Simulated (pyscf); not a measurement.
H₂N–SiH₂–NH–SiH₂–NH₂ + GeH₂ [singlet] → H₂N–SiH₂–NH–SiH₂–NH–GeH₃, gas phase, singlet surface. Structures and frequencies: ωB97X-D3(BJ)/def2-SVP in PySCF. ΔG in kcal/mol from ωB97M-D3(BJ)/def2-TZVP energies (ideal gas, 1 atm, RRHO with modes under 100 cm⁻¹ raised to 100, one conformer, R ln 2 for chiral ones without a mode under 150 cm⁻¹).

```json
[
 {"T (K)": "298", "ΔG": "-27.4"},
 {"T (K)": "600", "ΔG": "?"},
 {"T (K)": "900", "ΔG": "-3.5"},
 {"T (K)": "1200", "ΔG": "+7.8"}
]
```

### Question
Fit a line to the three values, predict ΔG at 600 K, and estimate where the reaction turns unfavourable at 1 atm of each gas.

### Answer
Least squares gives ΔG = -39.0 + 39.1 × T/1000 K, so ΔS is about -164 J/(mol K) and ΔH about -39.0 kcal/mol over this range (ΔH at 298 K: -39.5). At 600 K the line gives -15.5; the computed value is -15.2. ΔG = 0 falls near 1000 K; 1 kcal/mol in the energy moves that by 26 K. This is thermodynamics alone and says nothing of the barrier. Elements up to Kr have no core potential and no relativistic terms here.
